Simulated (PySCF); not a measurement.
These 2 structures share the formula C6H6S. The calculation used PBE0-D3(BJ)/def2-SVP geometry optimisation, gas phase in PySCF. One conformer each; no zero-point energy, no entropy. No frequencies were run at this level. Point groups hold within 0.08 Å.

Question: Order them by energy at this level, lowest first, and give relative energies in kJ/mol.
A. `[CH2:1]=[CH:2][c:3]1[cH:4][cH:5][cH:6][s:7]1` with C1–C2–C3–C4 0° (2-vinylthiophene)
B. `[CH2:1]=[CH:2][c:3]1[cH:4][cH:5][s:6][cH:7]1` with C1–C2–C3–C4 0°

Answer: A (0.0), B (0.3).

Neighbours under 10 kJ/mol apart (C=Cc1cccs1 and C=Cc1ccsc1) can change places with a better method, another conformer or zero-point energy.

| SMILES | E (Eh) | E rel (kJ/mol) | dipole (D) | point group | A, B, C (MHz) |
| --- | --- | --- | --- | --- | --- |
| C=Cc1cccs1 | -629.71087 | 0.0 | 0.50 | Cs | 4987, 1770, 1306 |
| C=Cc1ccsc1 | -629.71074 | 0.3 | 0.23 | Cs | 6689, 1463, 1200 |

How do the relative energies change in single points at PBE0/pcSseg-1 (no added dispersion term) on the same geometries?

```tsv
SMILES	PBE0-D3(BJ)/def2-SVP (kJ/mol)	PBE0/pcSseg-1 (kJ/mol)	shift
C=Cc1cccs1	0.0	0.7	+0.7
C=Cc1ccsc1	0.3	0.0	-0.3
```

Each column counts from its own lowest isomer. C=Cc1ccsc1 becomes the lowest; the largest shift is 0.7 kJ/mol.
